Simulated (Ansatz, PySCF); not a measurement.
Process, species as SMILES: CC(C)CO + 4 [H][H] (H2) -> 4 C (CH4) + O (H2O)
Geometries: B3LYP-D3(BJ)/def2-TZVP minima from Ansatz (an electronic-structure program), one conformer each, not searched for the lowest. Frequencies are from Ansatz or PySCF.

Quantity: energy of full hydrogenation (enthalpy at 298 K, with B3LYP-D3(BJ) rigid-rotor harmonic-oscillator terms), in kcal/mol. Valence correlation only, unless marked. No spin-orbit coupling. No relativistic terms. CBS marks a two-point X^-3 extrapolation of the correlation energy; Hartree-Fock from the larger set. [CCSD(T)-MP2]/basis is that difference in the basis named.

From measured enthalpies of formation at 298 K: -61.2 kcal/mol (CC(C)CO -67.8, CRC Handbook; [H][H] (H2) 0.0, ATcT 1.112; C (CH4) -17.8, ATcT 1.112; O (H2O) -57.8, ATcT 1.112). It holds spin-orbit effects, and any other conformers, which the calculations lack, and core correlation, which the frozen-core levels lack. This is an older compilation, not checked against later work.

```csv
level,program,energy of full hydrogenation (kcal/mol),error against measurement
HF/aug-cc-pVTZ,Ansatz,-75.4,-14.2
B3LYP-D3(BJ)/def2-TZVPD,Ansatz + dftd3,-62.3,-1.1
r2SCANh-D4/def2-TZVPD,Ansatz + dftd4,-61.1,0.1
CAM-B3LYP-D3(BJ)/def2-TZVPD,Ansatz + dftd3,-63.4,-2.2
wB97X/def2-TZVPD,Ansatz,-64.3,-3.1
B2GP-PLYP-D3(BJ)/def2-TZVPD,Ansatz + dftd3,-61.0,0.2
B2GP-PLYP/def2-TZVPD,Ansatz,-63.0,-1.8
B2PLYP/def2-TZVPD,Ansatz,-64.1,-2.9
RPA@PBE/cc-pVQZ,Ansatz,-58.5,2.7
MP2/6-31G,Ansatz,-57.4,3.8
MP2/cc-pVTZ,Ansatz,-59.1,2.1
RI-MP2/aug-cc-pVQZ,Ansatz,-59.3,1.9
CCSD(T)/cc-pVDZ,Ansatz,-57.6,3.6
"RI-MP2/CBS(cc-pVTZ,cc-pVQZ)+[CCSD(T)-MP2]/cc-pVDZ",Ansatz,-60.9,0.3
"CCSD(T)/CBS(cc-pVTZ,cc-pVQZ)",Ansatz,-60.8,0.4
```
